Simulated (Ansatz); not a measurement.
The pair A = C2H4 (SMILES C=C) (first 6 atoms), B = CHN (SMILES C#N); geometry from B3LYP-D3(BJ)/def2-TZVP.
(charge 0, multiplicity 1):
```xyz
9

C      0.6559     0.0111    -0.0014
C     -0.6670     0.0437     0.0893
H      1.2053    -0.9226     0.0198
H      1.2418     0.9158    -0.1115
H     -1.2172     0.9766     0.0571
H     -1.2537    -0.8618     0.1883
C      0.2488     0.2742     3.6655
N      0.3284     0.3500     4.8069
H      0.1740     0.2028     2.5987
```

Frozen-core correlation. MP2 and its Hartree–Fock in aug-cc-pVQZ, aug-cc-pVTZ are density fitted.

Codes used: Ansatz (a quantum-chemistry and plane-wave program) with Gaussian orbitals. Each number belongs to the level named beside it.

The counterpoise-corrected interaction energy is E(AB) − E(A in the pair's basis) − E(B in the pair's basis). Total energies (hartree):

```tsv
level	AB	A in the pair's basis	B in the pair's basis
HF/aug-cc-pVTZ	-170.9769080	-78.0649065	-92.9099805
MP2/aug-cc-pVTZ	-171.6680883	-78.4048654	-93.2593005
HF/aug-cc-pVQZ	-170.9868339	-78.0695230	-92.9152915
MP2/aug-cc-pVQZ	-171.7157929	-78.4276481	-93.2841039
CCSD(T)/aug-cc-pVTZ	-171.7288222	-78.4440048	-93.2811820
```

### Question
Work out the counterpoise-corrected interaction energy at the basis-set limit: extrapolate the MP2 correlation part as X⁻³, take Hartree–Fock from the larger set, and add the CCSD(T) − MP2 difference of aug-cc-pVTZ.

### Answer

1. Differences (1 hartree = 627.509 kcal/mol): HF/aug-cc-pVTZ -1.268; MP2/aug-cc-pVTZ -2.461; HF/aug-cc-pVQZ -1.267; MP2/aug-cc-pVQZ -2.536; CCSD(T)/aug-cc-pVTZ -2.281.
2. Correlation parts, MP2 less HF: -1.193 in aug-cc-pVTZ (X = 3), -1.269 in aug-cc-pVQZ (X = 4).
3. Limit (4³·(-1.269) − 3³·(-1.193))/(4³ − 3³) = -1.324; with HF/aug-cc-pVQZ it gives -2.591.
4. CCSD(T) less MP2 in aug-cc-pVTZ: 0.180.
Result: -2.41 kcal/mol, against -2.46 at MP2/aug-cc-pVTZ. It is an estimate of this method's limit, not of the exact value.
